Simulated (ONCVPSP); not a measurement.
# Building the ONCV potential for La (LDA (Perdew-Wang 92), scalar-relativistic).

The input file (ONCVPSP 4.0.1):

```
# ATOM AND REFERENCE CONFIGURATION
# atsym  z   nc   nv     iexc    psfile
  La 57.00    9    4  -001012      upf
#
#   n    l    f
    1    0    2.00
    2    0    2.00
    2    1    6.00
    3    0    2.00
    3    1    6.00
    3    2   10.00
    4    0    2.00
    4    1    6.00
    4    2   10.00
    5    0    2.00
    5    1    6.00
    5    2    1.00
    6    0    2.00
#
# PSEUDOPOTENTIAL AND OPTIMIZATION
# lmax
    3
#
#   l,   rc,      ep,       ncon, nbas, qcut
    0    2.65    0.00    4    9    5.70
    1    2.30    0.00    5   10    7.10
    2    3.15    0.00    4    9    5.70
    3    2.90    0.15    4    7    3.80
#
# LOCAL POTENTIAL
# lloc, lpopt,  rc(5),   dvloc0
    4    5    1.50    0.00
#
# VANDERBILT-KLEINMAN-BYLANDER PROJECTORs
# l, nproj, debl
    0    2    0.40
    1    3    2.70
    2    3    2.40
    3    2    0.30
#
# MODEL CORE CHARGE
# icmod, fcfact, rcfact
    2    0.30    1.00
#
# LOG DERIVATIVE ANALYSIS
# epsh1, epsh2, depsh
   -3.00    5.00    0.02
#
# OUTPUT GRID
# rlmax, drl
    6.00    0.01
#
# TEST CONFIGURATIONS
# ncnf
    4
# nvcnf
#   n    l    f
    4
    5    0    2.00
    5    1    6.00
    5    2    1.00
    6    0    1.00
#
    4
    5    0    2.00
    5    1    6.00
    5    2    1.00
    6    0    0.00
#
    4
    5    0    2.00
    5    1    6.00
    5    2    0.00
    6    0    0.00
#
    4
    5    0    2.00
    5    1    5.00
    5    2    1.00
    6    0    2.00
#
```

Command:

```bash
oncvpsp.x < La.dat > La.out
```

The program printed (shortened: citation, most of the input echo, consistency checks and plot data are left out):

```
ONCVPSP  (Optimized Norm-Conservinng Vanderbilt PSeudopotential)
scalar-relativistic version 4.0.1

#   n    l    f        energy (Ha)
    1    0    2.00    -1.4226464E+03
    2    0    2.00    -2.2651121E+02
    2    1    6.00    -2.0311545E+02
    3    0    2.00    -4.8431352E+01
    3    1    6.00    -4.0959831E+01
    3    2   10.00    -3.0196320E+01
    4    0    2.00    -9.7672585E+00
    4    1    6.00    -7.3353528E+00
    4    2   10.00    -3.8156782E+00
    5    0    2.00    -1.4358526E+00
    5    1    6.00    -8.2606748E-01
    5    2    1.00    -1.1774910E-01
    6    0    2.00    -1.4012889E-01

Reference configufation results
  iterations    26
  all-electron total energy (Ha)   -8.48687239D+03

Begin loop to  construct optimized pseudo wave functions
and semi-local pseudopoentials for all angular momenta

Calculating optimized projector #   1

 for l=   0

    Fraction of norm inside rc  0.968987
    Optimizing pswf for qcut=   5.70 a_B^-1,  ecut=  16.25 Ha
    Residual kinetic energy error=  1.04D-08 Ha

    Energy error per electron        Cutoff
         Ha          eV             Ha
         0.01000     0.27211        6.48
         0.00100     0.02721        9.02
         0.00010     0.00272       10.99
         0.00001     0.00027       12.71

Calculating optimized projector #   2

 for l=   0

    Fraction of norm inside rc  0.093447
    Optimizing pswf for qcut=   5.70 a_B^-1,  ecut=  16.25 Ha
    Residual kinetic energy error=  2.20D-08 Ha

    Energy error per electron        Cutoff
         Ha          eV             Ha
         0.01000     0.27211        4.79
         0.00100     0.02721        8.32
         0.00010     0.00272       10.66
         0.00001     0.00027       12.67

   Wellstate for l =  1  n =  7
     eigenvalue =   1.8739
     asymptotic potential =   2.3739
     half-point radius =  3.8534

   Wellstate for l =  1  n =  8
     eigenvalue =   4.5739
     asymptotic potential =   5.0739
     half-point radius =  3.5769

Calculating optimized projector #   1

 for l=   1

    Fraction of norm inside rc  0.806867
    Optimizing pswf for qcut=   7.11 a_B^-1,  ecut=  25.27 Ha
    Residual kinetic energy error=  1.13D-07 Ha

    Energy error per electron        Cutoff
         Ha          eV             Ha
         0.01000     0.27211       11.00
         0.00100     0.02721       15.33
         0.00010     0.00272       18.63
         0.00001     0.00027       21.19

Calculating optimized projector #   2

 for l=   1

    Fraction of norm inside rc  0.169348
    Optimizing pswf for qcut=   7.11 a_B^-1,  ecut=  25.27 Ha
    Residual kinetic energy error=  2.07D-07 Ha

    Energy error per electron        Cutoff
         Ha          eV             Ha
         0.01000     0.27211       12.55
         0.00100     0.02721       16.69
         0.00010     0.00272       19.72
         0.00001     0.00027       21.97

Calculating optimized projector #   3

 for l=   1

    Fraction of norm inside rc  0.155528
    Optimizing pswf for qcut=   7.11 a_B^-1,  ecut=  25.27 Ha
    Residual kinetic energy error=  1.84D-05 Ha

    Energy error per electron        Cutoff
         Ha          eV             Ha
         0.01000     0.27211       15.44
         0.00100     0.02721       20.63
         0.00010     0.00272       23.43
         0.00001     0.00027       27.83

   Wellstate for l =  2  n =  8
     eigenvalue =   2.2823
     asymptotic potential =   2.7823
     half-point radius =  5.4495

   Wellstate for l =  2  n = 10
     eigenvalue =   4.6823
     asymptotic potential =   5.1823
     half-point radius =  5.5792

Calculating optimized projector #   1

 for l=   2

    Fraction of norm inside rc  0.629383
    Optimizing pswf for qcut=   5.69 a_B^-1,  ecut=  16.21 Ha
    Residual kinetic energy error=  5.97D-10 Ha

    Energy error per electron        Cutoff
         Ha          eV             Ha
         0.01000     0.27211        4.34
         0.00100     0.02721        6.28
         0.00010     0.00272        8.11
         0.00001     0.00027        9.79

Calculating optimized projector #   2

 for l=   2

    Fraction of norm inside rc  0.222548
    Optimizing pswf for qcut=   5.69 a_B^-1,  ecut=  16.21 Ha
    Residual kinetic energy error=  1.00D-08 Ha

    Energy error per electron        Cutoff
         Ha          eV             Ha
         0.01000     0.27211        6.10
         0.00100     0.02721        8.18
         0.00010     0.00272        9.48
         0.00001     0.00027       12.61

Calculating optimized projector #   3

 for l=   2

    Fraction of norm inside rc  0.150132
    Optimizing pswf for qcut=   5.69 a_B^-1,  ecut=  16.21 Ha
    Residual kinetic energy error=  1.40D-05 Ha

    Energy error per electron        Cutoff
         Ha          eV             Ha
         0.01000     0.27211        7.64
         0.00100     0.02721        9.42
         0.00010     0.00272       12.06
         0.00001     0.00027       17.82

WARNING wellstate: localized bound state found for n= 4 l= 3
WARNING this state with energy -0.16852686
WARNING will be used for the first projector

   Wellstate for l =  3  n =  5
     eigenvalue =   0.1315
     asymptotic potential =   0.6315
     half-point radius = 14.1627

Calculating optimized projector #   1

 for l=   3

    Fraction of norm inside rc  0.973139
    Optimizing pswf for qcut=   3.80 a_B^-1,  ecut=   7.22 Ha
    Residual kinetic energy error=  1.36D-01 Ha

    Energy error per electron        Cutoff
         Ha          eV             Ha
         0.01000     0.27211       21.48
         0.00100     0.02721       25.92
         0.00010     0.00272       35.46
         0.00001     0.00027       58.76

Calculating optimized projector #   2

 for l=   3

    Fraction of norm inside rc  0.015654
    Optimizing pswf for qcut=   3.80 a_B^-1,  ecut=   7.22 Ha
    Residual kinetic energy error=  7.25D-03 Ha

    Energy error per electron        Cutoff
         Ha          eV             Ha
         0.01000     0.27211        6.71
         0.00100     0.02721        9.66
         0.00010     0.00272       21.41
         0.00001     0.00027       27.89

Construct Vanderbilt / Kleinmman-Bylander projectors

B matrix Hermiticity error, ll=   0
   1   2    8.7466E-05

  Orthonormal projector coefficients  7.4660E+00  9.1357E-01

B matrix Hermiticity error, ll=   1
   1   2   -2.5642E-04
   1   3    3.9592E-04
   2   3    2.2946E-04

  Orthonormal projector coefficients  1.0734E+01  2.1834E+00  2.4154E-01

B matrix Hermiticity error, ll=   2
   1   2    8.3963E-05
   1   3    1.6067E-04
   2   3   -1.2154E-04

  Orthonormal projector coefficients  4.8065E+00  1.0096E+00  1.0451E-01

B matrix Hermiticity error, ll=   3
   1   2    1.1315E-05

  Orthonormal projector coefficients -5.1661E+00 -2.8495E+00

Model core correction analysis
  based on d2Exc/dn_idn_j

d2excae - all-electron derivatives

   -2.348301D-02   -2.088115D-02   -9.165573D-03   -2.043305D-03
   -2.088118D-02   -2.080957D-02   -1.214045D-02   -3.286218D-03
   -9.165565D-03   -1.214029D-02   -1.605506D-02   -1.276909D-02
   -2.043262D-03   -3.285900D-03   -1.276565D-02   -2.088465D-02

d2excps - pseudofunction derivatives with no core correction

   -3.527582D-02   -2.636147D-02   -1.060987D-02   -3.269186D-03
   -2.636229D-02   -2.545252D-02   -1.350471D-02   -3.751888D-03
   -1.061015D-02   -1.350468D-02   -1.639321D-02   -1.289101D-02
   -3.269590D-03   -3.751607D-03   -1.288757D-02   -2.101126D-02

rms 2nd derivative error    3.809527E-03

amplitude prefactor, scale prefactor
   13.3617    1.1258

d2excps - pseudofunction derivatives with core correction

   -2.234940D-02   -2.071389D-02   -9.357500D-03   -2.032001D-03
   -2.071375D-02   -2.203208D-02   -1.269818D-02   -3.270293D-03
   -9.357455D-03   -1.269806D-02   -1.619185D-02   -1.278912D-02
   -2.031945D-03   -3.269974D-03   -1.278569D-02   -2.088721D-02

rms 2nd derivative error    4.711508E-04

Pseudoatom total energy  -31.910781

Diagnostic tests using Vanderbilt-Kleinman-Bylander pseudopotentials
  1 or more projectors used as specified by nproj input data

   l    rcore       rmatch      e in        delta e   norm test  slope test

   0   2.6597111   2.7404657  -1.4358526   0.0000004   1.0000951   1.0000878
   0   2.6597111   2.7404657  -0.1401289   0.0000007   1.0000203   1.0000180

   1   2.3040024   2.3739569  -0.8260675  -0.0000012   1.0000832   1.0000911
   1   2.3040024   2.3739569   1.8739325   0.0000370   1.0002038   1.0002038
   1   2.3040024   2.3739569   4.5739325   0.0000114   1.0003886   1.0003886

   2   3.1635588   3.2596113  -0.1177491  -0.0000001   1.0000143   1.0000169
   2   3.1635588   3.2596113   2.2822509   0.0000048   1.0001172   1.0001172
   2   3.1635588   3.2596113   4.6822509   0.0000859   1.0001901   1.0001901

   3   2.9094050   2.9977408  -0.1685269  -0.0000002   1.0001536   1.0001567
   3   2.9094050   2.9977408   0.1314731   0.0000025   1.0001417   1.0001417

 Testing for bound ghosts
   n   l    E NL Schr. Eq   E Basis Diag.   E Cutoff

   1   0       -1.435852       -1.435852     49.68
   2   0       -0.140128       -0.128733     49.68

   2   1       -0.826069       -0.826055    116.40

   3   2       -0.117749       -0.117174     55.36

   4   3       -0.168527       -0.168384     35.15

 Testing for highly-localized positive-energy ghosts
       l    <radius>/rc     E Basis Diag.   E Cutoff

       0        0.176440        0.413476     49.68  WARNING - GHOST(+)

       1        0.826780       11.225564    116.40  WARNING - GHOST(+)

Test configuration 0

   n   l     f        eae           eps        diff
   1   0  2.0000-1422.64643544
   2   0  2.0000 -226.51120768
   2   1  6.0000 -203.11544790
   3   0  2.0000  -48.43135200
   3   1  6.0000  -40.95983079
   3   2 10.0000  -30.19632039
   4   0  2.0000   -9.76725850
   4   1  6.0000   -7.33535285
   4   2 10.0000   -3.81567824
   5   0  2.0000   -1.43585263   -1.43585226    3.65D-07
   5   1  6.0000   -0.82606748   -0.82606868   -1.20D-06
   5   2  1.0000   -0.11774910   -0.11774919   -9.05D-08
   6   0  2.0000   -0.14012889   -0.14012823    6.61D-07

    Total energies and differences
      AE_ref= -8.48687239D+03  AE_tst= -8.48687239D+03  dif=  0.00D+00
      PS_ref= -3.19107812D+01  PS_tst= -3.19107812D+01  dif= -2.13D-14
      PSP excitation error=  2.13D-14

Test configuration 1

   n   l     f        eae           eps        diff
   1   0  2.0000-1422.86569112
   2   0  2.0000 -226.72973320
   2   1  6.0000 -203.33400137
   3   0  2.0000  -48.64989461
   3   1  6.0000  -41.17837119
   3   2 10.0000  -30.41482674
   4   0  2.0000   -9.98548351
   4   1  6.0000   -7.55351775
   4   2 10.0000   -4.03369482
   5   0  2.0000   -1.65234494   -1.65287737   -5.32D-04
   5   1  6.0000   -1.04149987   -1.04155618   -5.63D-05
   5   2  1.0000   -0.31919522   -0.31913043    6.48D-05
   6   0  1.0000   -0.31597326   -0.31602410   -5.08D-05

    Total energies and differences
      AE_ref= -8.48687239D+03  AE_tst= -8.48664609D+03  dif=  2.26D-01
      PS_ref= -3.19107812D+01  PS_tst= -3.16844331D+01  dif=  2.26D-01
      PSP excitation error= -5.34D-05

Test configuration 2

   n   l     f        eae           eps        diff
   1   0  2.0000-1423.12150681
   2   0  2.0000 -226.98449217
   2   1  6.0000 -203.58879519
   3   0  2.0000  -48.90456942
   3   1  6.0000  -41.43304208
   3   2 10.0000  -30.66946812
   4   0  2.0000  -10.23942018
   4   1  6.0000   -7.80733226
   4   2 10.0000   -4.28722561
   5   0  2.0000   -1.90249656   -1.90404358   -1.55D-03
   5   1  6.0000   -1.28919513   -1.28942459   -2.29D-04
   5   2  1.0000   -0.54617295   -0.54605279    1.20D-04

    Total energies and differences
      AE_ref= -8.48687239D+03  AE_tst= -8.48623645D+03  dif=  6.36D-01
      PS_ref= -3.19107812D+01  PS_tst= -3.12746094D+01  dif=  6.36D-01
      PSP excitation error= -2.36D-04

Test configuration 3

   n   l     f        eae           eps        diff
   1   0  2.0000-1423.51350775
   2   0  2.0000 -227.38042254
   2   1  6.0000 -203.98447039
   3   0  2.0000  -49.29823269
   3   1  6.0000  -41.82670350
   3   2 10.0000  -31.06370513
   4   0  2.0000  -10.62917085
   4   1  6.0000   -8.19667174
   4   2 10.0000   -4.67584878
   5   0  2.0000   -2.27507745   -2.27634918   -1.27D-03
   5   1  6.0000   -1.65059534   -1.65060417   -8.82D-06

    Total energies and differences
      AE_ref= -8.48687239D+03  AE_tst= -8.48553467D+03  dif=  1.34D+00
      PS_ref= -3.19107812D+01  PS_tst= -3.05729080D+01  dif=  1.34D+00
      PSP excitation error= -1.56D-04

Test configuration 4

   n   l     f        eae           eps        diff
   1   0  2.0000-1423.06854288
   2   0  2.0000 -226.92691683
   2   1  6.0000 -203.53193087
   3   0  2.0000  -48.84415268
   3   1  6.0000  -41.37271536
   3   2 10.0000  -30.60923385
   4   0  2.0000  -10.17415512
   4   1  6.0000   -7.74147905
   4   2 10.0000   -4.21978870
   5   0  2.0000   -1.80180248   -1.80273508   -9.33D-04
   5   1  5.0000   -1.17501209   -1.17428324    7.29D-04
   5   2  1.0000   -0.40630031   -0.40603502    2.65D-04
   6   0  2.0000   -0.36127899   -0.36128881   -9.82D-06

    Total energies and differences
      AE_ref= -8.48687239D+03  AE_tst= -8.48587695D+03  dif=  9.95D-01
      PS_ref= -3.19107812D+01  PS_tst= -3.09151701D+01  dif=  9.96D-01
      PSP excitation error= -1.68D-04
```

The run took about 7.3 s on one core of a shared server CPU.
